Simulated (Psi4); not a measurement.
C₂H₈AlNOSe (SMILES C[N](C)[Al]([OH])[SeH]), singlet, at a GFN2-xTB geometry (such geometries of metal compounds can be far from the true shape); PBE/STO-3G run with Psi4.

Here is a job for Psi4.
```
memory 2 GB

molecule mol {
0 1
Al   -0.424559    0.590311    0.091301
N    -1.614782   -0.724001   -0.194561
C    -3.051373   -0.542222   -0.216947
C    -1.220270   -2.097719   -0.429979
H    -3.471866   -0.829352   -1.188349
H    -3.539340   -1.147738    0.556435
H    -3.278073    0.507406   -0.034179
H    -1.632148   -2.765941    0.335707
H    -1.564613   -2.447272   -1.410632
H    -0.129495   -2.171151   -0.401196
O    -0.822867    2.157403    0.361858
H    -1.148458    3.033631    0.509159
Se    1.811119    0.012633    0.072345
H     2.221501    1.365281    0.335044
}

set {
  basis sto-3g
  reference rks
}

energy('pbe')
print_variables()
```

### Question
Predict the main parts of the log of this Psi4 run.

### Answer

```
   => Loading Basis Set <=

    Name: STO-3G
    Role: ORBITAL
    Keyword: BASIS

         ---------------------------------------------------------
                                   SCF
               by Justin Turney, Rob Parrish, Andy Simmonett
                          and Daniel G. A. Smith
                              RKS Reference
         ---------------------------------------------------------

  ==> Geometry <==

    Molecular point group: c1
    Full point group: C1

    Geometry (in Angstrom), charge = 0, multiplicity = 1:

       Center              X                  Y                   Z               Mass
    ------------   -----------------  -----------------  -----------------  -----------------
         AL          -0.623478223884     0.559906921517     0.078060139088    26.981538530000
         N           -1.813701223884    -0.754405078483    -0.207801860912    14.003074004430
         C           -3.250292223884    -0.572626078483    -0.230187860912    12.000000000000
         C           -1.419189223884    -2.128123078483    -0.443219860912    12.000000000000
         H           -3.670785223884    -0.859756078483    -1.201589860912     1.007825032230
         H           -3.738259223884    -1.178142078483     0.543194139088     1.007825032230
         H           -3.476992223884     0.477001921517    -0.047419860912     1.007825032230
         H           -1.831067223884    -2.796345078483     0.322466139088     1.007825032230
         H           -1.763532223884    -2.477676078483    -1.423872860912     1.007825032230
         H           -0.328414223884    -2.201555078483    -0.414436860912     1.007825032230
         O           -1.021786223884     2.126998921517     0.348617139088    15.994914619570
         H           -1.347377223884     3.003226921517     0.495918139088     1.007825032230
         SE           1.612199776116    -0.017771078483     0.059104139088    79.916521800000
         H            2.022581776116     1.334876921517     0.321803139088     1.007825032230

  Running in c1 symmetry.

  Rotational constants: A =      0.09324  B =      0.03396  C =      0.02513 [cm^-1]
  Rotational constants: A =   2795.23690  B =   1018.01767  C =    753.30859 [MHz]
  Nuclear repulsion =  495.026369776731144

  Charge       = 0
  Multiplicity = 1
  Electrons    = 82
  Nalpha       = 41
  Nbeta        = 41

  ==> Algorithm <==

  SCF Algorithm Type is DF.
  DIIS enabled.
  MOM disabled.
  Fractional occupation disabled.
  Guess Type is SAD.
  Energy threshold   = 1.00e-06
  Density threshold  = 1.00e-06
  Integral threshold = 1.00e-12

  ==> Primary Basis <==

  Basis Set: STO-3G
    Blend: STO-3G
    Number of shells: 33
    Number of basis functions: 55
    Number of Cartesian functions: 56
    Spherical Harmonics?: true
    Max angular momentum: 2

  ==> DFT Potential <==

   => LibXC <=

    Version 7.1.2
    S. Lehtola, C. Steigemann, M. J. T. Oliveira, and M. A. L. Marques,  SoftwareX 7, 1–5 (2018) (10.1016/j.softx.2017.11.002)

   => Composite Functional: PBE <=

    PBE GGA Exchange-Correlation Functional

    J.P. Perdew et. al., Phys. Rev. Lett., 77(18), 3865-3868, 1996

    Deriv               =              1
    GGA                 =           TRUE
    Meta                =          FALSE

    Exchange Hybrid     =          FALSE
    MP2 Hybrid          =          FALSE

   => Exchange Functionals <=

    1.0000     XC_GGA_X_PBE

   => Correlation Functionals <=

    1.0000     XC_GGA_C_PBE

   => LibXC Density Thresholds  <==

    XC_GGA_C_PBE:  1.00E-12
    XC_GGA_X_PBE:  1.00E-15

   => Molecular Quadrature <=

    Radial Scheme          =       TREUTLER
    Pruning Scheme         =           NONE
    Nuclear Scheme         =       TREUTLER

    Blocking Scheme        =         OCTREE
    BS radius alpha        =              1
    Pruning alpha          =              1
    Radial Points          =             75
    Spherical Points       =            302
    Total Points           =         294650
    Total Blocks           =           2222
    Max Points             =            256
    Max Functions          =             50
    Weights Tolerance      =       1.00E-15

   => Loading Basis Set <=

    Name: (STO-3G AUX)
    Role: JKFIT
    Keyword: DF_BASIS_SCF

  ==> Integral Setup <==

  SCF_SUBTYPE=INCORE selected. In-core MEM_DF algorithm will be used.
  Using in-core AOs.

  ==> MemDFJK: Density-Fitted J/K Matrices <==

    J tasked:                   Yes
    K tasked:                    No
    wK tasked:                   No
    Algorithm:                 Core
    Schwarz Cutoff:           1E-12
    Mask sparsity (%):       5.6860
    Fitting Condition:        1E-10

   => Auxiliary Basis Set <=

  Basis Set: (STO-3G AUX)
    Blend: DEF2-UNIVERSAL-JKFIT
    Number of shells: 246
    Number of basis functions: 842
    Number of Cartesian functions: 1050
    Spherical Harmonics?: true
    Max angular momentum: 5

  Minimum eigenvalue in the overlap matrix is 2.2020125945E-01.
  Reciprocal condition number of the overlap matrix is 9.0442978254E-02.
    Using symmetric orthogonalization.

  ==> Pre-Iterations <==

  SCF Guess: Superposition of Atomic Densities via on-the-fly atomic UHF (no occupation information).

   -------------------------
    Irrep   Nso     Nmo
   -------------------------
     A         55      55
   -------------------------
    Total      55      55
   -------------------------

  ==> Iterations <==

                           Total Energy        Delta E     RMS |[F,P]|

   @DF-RKS iter SAD: -2818.11460554373252   -2.81811e+03   0.00000e+00
   @DF-RKS iter   1: -2821.63907090671637   -3.52447e+00   1.03014e-02 ADIIS/DIIS
   @DF-RKS iter   2: -2821.43150200635364    2.07569e-01   1.45070e-02 ADIIS/DIIS
   @DF-RKS iter   3: -2821.90293440790083   -4.71432e-01   1.85928e-03 ADIIS/DIIS
   @DF-RKS iter   4: -2821.90934177388908   -6.40737e-03   1.11680e-03 ADIIS/DIIS
   @DF-RKS iter   5: -2821.91198314762596   -2.64137e-03   3.02881e-04 ADIIS/DIIS
   @DF-RKS iter   6: -2821.91217673757546   -1.93590e-04   6.56314e-05 DIIS
   @DF-RKS iter   7: -2821.91218702960487   -1.02920e-05   1.65427e-05 DIIS
   @DF-RKS iter   8: -2821.91218763029246   -6.00688e-07   2.21972e-06 DIIS
   @DF-RKS iter   9: -2821.91218764218002   -1.18876e-08   7.11967e-07 DIIS
  Energy and wave function converged.

  ==> Post-Iterations <==

   Electrons on quadrature grid:
      Ntotal   =   81.9999665146 ; deviation = -3.349e-05

    Orbital Energies [Eh]
    ---------------------

    Doubly Occupied:

       1A   -446.771656     2A    -55.276497     3A    -54.776319
       4A    -50.744372     5A    -50.742173     6A    -50.738916
       7A    -18.386968     8A    -13.713734     9A     -9.729698
      10A     -9.723946    11A     -6.739255    12A     -4.836273
      13A     -4.827860    14A     -4.813870    15A     -3.759136
      16A     -2.305227    17A     -2.304579    18A     -2.302641
      19A     -0.873075    20A     -0.866487    21A     -0.857631
      22A     -0.852400    23A     -0.851916    24A     -0.780237
      25A     -0.735753    26A     -0.588766    27A     -0.517255
      28A     -0.492065    29A     -0.386057    30A     -0.359763
      31A     -0.345303    32A     -0.337271    33A     -0.297030
      34A     -0.270379    35A     -0.260028    36A     -0.220612
      37A     -0.159779    38A     -0.115868    39A     -0.078580
      40A     -0.077247    41A     -0.047456

    Virtual:

      42A      0.141557    43A      0.183367    44A      0.222368
      45A      0.309034    46A      0.337699    47A      0.368399
      48A      0.386013    49A      0.414053    50A      0.431763
      51A      0.436085    52A      0.451842    53A      0.461547
      54A      0.508918    55A      0.574741

    Final Occupation by Irrep:
              A
    DOCC [    41 ]
    NA   [    41 ]
    NB   [    41 ]

  @DF-RKS Final Energy: -2821.91218764218002

   => Energetics <=

    Nuclear Repulsion Energy =            495.0263697767311442
    One-Electron Energy =               -4932.9648400417736411
    Two-Electron Energy =                1751.3441817920268022
    DFT Exchange-Correlation Energy =    -135.3178991691642068
    Empirical Dispersion Energy =           0.0000000000000000
    VV10 Nonlocal Energy =                  0.0000000000000000
    Total Energy =                      -2821.9121876421800152

Computation Completed

Properties will be evaluated at   0.000000,   0.000000,   0.000000 [a0]

Properties computed using the SCF density matrix

 Multipole Moments:

 ------------------------------------------------------------------------------------
     Multipole            Electronic (a.u.)      Nuclear  (a.u.)        Total (a.u.)
 ------------------------------------------------------------------------------------

 L = 1.  Multiply by 2.5417464519 to convert [e a0] to [Debye]
 Dipole X            :         29.9520402          -30.8239981           -0.8719579
 Dipole Y            :          5.6856708           -4.7113413            0.9743296
 Dipole Z            :          2.1958202           -2.0517467            0.1440735
 Magnitude           :                                                    1.3154413

 ------------------------------------------------------------------------------------

  Variable Map:
  ----------------------------------------------------------------------------
  "CURRENT ENERGY"              =>   -2821.912187642180
  "CURRENT REFERENCE ENERGY"    =>   -2821.912187642180
  "DD SOLVATION ENERGY"         =>       0.000000000000
  "DFT FUNCTIONAL TOTAL ENERGY" =>   -2821.912187642180
  "DFT TOTAL ENERGY"            =>   -2821.912187642180
  "DFT VV10 ENERGY"             =>       0.000000000000
  "DFT XC ENERGY"               =>    -135.317899169164
  "GRID ELECTRONS ALPHA"        =>      40.999983257316
  "GRID ELECTRONS BETA"         =>      40.999983257316
  "GRID ELECTRONS TOTAL"        =>      81.999966514632
  "NUCLEAR REPULSION ENERGY"    =>     495.026369776731
  "ONE-ELECTRON ENERGY"         =>   -4932.964840041774
  "PCM POLARIZATION ENERGY"     =>       0.000000000000
  "PE ENERGY"                   =>       0.000000000000
  "SCF ITERATION ENERGY"        =>   -2821.912187642180
  "SCF ITERATIONS"              =>       9.000000000000
  "SCF TOTAL ENERGY"            =>   -2821.912187642180
  "TWO-ELECTRON ENERGY"         =>    1751.344181792027
  "XC GRID RADIAL POINTS"       =>      75.000000000000
  "XC GRID SPHERICAL POINTS"    =>     302.000000000000
  "XC GRID TOTAL POINTS"        =>  294650.000000000000

  Array Variable Map:
  ----------------------------------------------------------------------------
  "CURRENT DIPOLE"              =>      -0.871957897226 ... 0.144073457997 1 by 3
  "SCF DIPOLE"                  =>      -0.871957897226 ... 0.144073457997 1 by 3
  "SCF TOTAL ENERGIES"          =>   -2818.114605543733 ... -2821.912187642180 1 by 10
```
